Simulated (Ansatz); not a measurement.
Mulliken charges of C2H6AlS, SMILES `[CH3][Al][S]C` radical from r2SCAN/def2-TZVPP in Ansatz (PBE0-D4/def2-TZVP geometry).

```json
{"atom": "C1", "x (Å)": "2.133", "y (Å)": "-1.266", "z (Å)": "0.397", "charge (e)": "-0.369"}
{"atom": "Al2", "x (Å)": "0.816", "y (Å)": "0.193", "z (Å)": "0.385", "charge (e)": "0.273"}
{"atom": "S3", "x (Å)": "-1.136", "y (Å)": "-0.293", "z (Å)": "-0.481", "charge (e)": "-0.253"}
{"atom": "C4", "x (Å)": "-2.075", "y (Å)": "1.263", "z (Å)": "-0.375", "charge (e)": "-0.107"}
{"atom": "H5", "x (Å)": "2.690", "y (Å)": "-1.264", "z (Å)": "-0.546", "charge (e)": "0.070"}
{"atom": "H6", "x (Å)": "2.853", "y (Å)": "-1.170", "z (Å)": "1.211", "charge (e)": "0.071"}
{"atom": "H7", "x (Å)": "1.625", "y (Å)": "-2.231", "z (Å)": "0.487", "charge (e)": "0.079"}
{"atom": "H8", "x (Å)": "-2.980", "y (Å)": "1.086", "z (Å)": "0.204", "charge (e)": "0.083"}
{"atom": "H9", "x (Å)": "-1.494", "y (Å)": "2.052", "z (Å)": "0.102", "charge (e)": "0.070"}
{"atom": "H10", "x (Å)": "-2.349", "y (Å)": "1.579", "z (Å)": "-1.381", "charge (e)": "0.083"}
```

Q: By hand: the dipole of these point charges (1 e Å = 4.8032 D).

A: Σ q r = (-0.083, 0.476, 0.116) e Å, of length 0.497 e Å = 2.39 D.

Q: How does the dipole of the full density compare? (An estimate is asked.)

A: Ansatz gave: (0.060, 0.226, 0.086) e Å, 1.20 D; the point charges give 1.99 times that, at 25° from its direction.

Point charges leave out the atoms' own dipoles, such as those of lone pairs, and Mulliken's split depends on the basis, so the two needn't agree.
